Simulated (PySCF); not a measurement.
# Pt⁺ (platinum, charge +1) across methods

[Xe] 4f14 5d8 6s1, 6s spin antiparallel (an excited configuration). Calculation: PySCF 2.14, in x2c-TZVPPall with one added diffuse shell each of s, p, d, f type (12s8p8d4f1g, 113 functions); scalar relativity by spin-free X2C-1e.

```
method   E (hartree)  mean ε 5d α (eV)  mean ε 5d β (eV)  mean ε 6s β (eV)  Σ⟨r²⟩ (bohr²)   ⟨S²⟩
  PBE0     -18415.17           -18.750           -17.877           -14.663          51.79  1.753
   LDA     -18404.00           -17.225           -16.430           -14.328          51.94  1.752
   UHF  -18409.81638           -23.129           -21.764           -15.954          51.95  1.756
   PBE     -18415.41           -17.007           -16.253           -13.965          52.00  1.752
```

Q: Estimate the same row for r2SCAN.

A: E (hartree) = -18415.46; mean ε 5d α (eV) = -17.332; mean ε 5d β (eV) = -16.643; mean ε 6s β (eV) = -14.226; Σ⟨r²⟩ (bohr²) = 51.67; ⟨S²⟩ = 1.755.

Spin-orbit coupling, absent here, splits the open shell strongly. With the s spin flipped the determinant is a mixture of two multiplicities, not a spectroscopic state.
